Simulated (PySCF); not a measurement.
H₈N₂OSi₂. Atoms are numbered in the order given.

```xyz
13

N     -1.4764     1.5556    -1.6635
Si    -1.3991     0.0245    -0.8370
N     -0.4215    -0.1026     0.6251
Si     1.1170    -0.8908     0.8784
O      2.4187     0.1591     1.0884
H     -2.0960     2.2865    -1.3058
H     -0.6292     1.9708    -2.0592
H     -0.7947    -0.9772    -1.7757
H     -2.8293    -0.2762    -0.4856
H     -0.7910     0.3944     1.4447
H      1.3076    -1.7802    -0.3199
H      1.1118    -1.6596     2.1635
H      2.6056     0.7262     0.3200
```
Charge 0, spin multiplicity 1.

Geometry: PBE-D3(BJ)/def2-SVP. The structure was generated by enumeration, and PubChem lists no compound with its InChIKey, so it may never have been made. Other conformers were not sampled.

These are PySCF with PBE-D3(BJ)/def2-SVP values and carry that method's errors.

Frequencies are harmonic and unscaled.

Computed normal modes with their intensities:
```tsv
mode	ν (cm⁻¹)	IR (km/mol)	moving atoms (share of kinetic energy)
1	33	1.2	H 40 %, N 33 %, Si 17 %, O 10 %
2	49	1.9	O 35 %, N 30 %, H 23 %, Si 11 %
3	184	29.6	H 56 %, N 21 %, Si 19 %
4	211	3.4	H 45 %, N 29 %, Si 21 %
5	216	15.2	H 59 %, Si 23 %, N 11 %
6	268	11.0	H 59 %, N 21 %, Si 19 %
7	313	105.4	H 46 %, O 33 %, Si 14 %
8	373	224.2	H 69 %, N 28 %
9	466	78.1	H 70 %, N 26 %
10	503	11.2	H 79 %, Si 20 %
11	562	61.7	H 61 %, Si 28 %, N 8 %
12	680	42.5	H 54 %, N 25 %, Si 20 %
13	738	23.6	H 94 %
14	803	95.7	O 44 %, H 29 %, Si 17 %, N 10 %
15	809	44.0	H 50 %, N 35 %, Si 14 %
16	841	57.7	H 54 %, N 26 %, Si 15 %
17	864	266.4	H 79 %, Si 13 %
18	874	90.7	H 82 %, Si 9 %
19	880	191.0	H 70 %, Si 15 %
20	895	165.2	H 83 %, N 9 %
21	912	34.4	H 79 %, Si 14 %
22	922	42.2	H 57 %, N 32 %, Si 10 %
23	932	162.4	H 67 %, Si 23 %
24	1152	242.0	H 66 %, N 30 %
25	1495	36.3	H 90 %, N 10 %
26	2161	67.9	H 97 %
27	2170	129.7	H 97 %
28	2192	130.4	H 96 %
29	2199	147.5	H 97 %
30	3479	22.4	H 93 %
31	3488	16.3	H 96 %
32	3585	19.6	H 91 %, N 9 %
33	3758	46.5	H 94 %
```
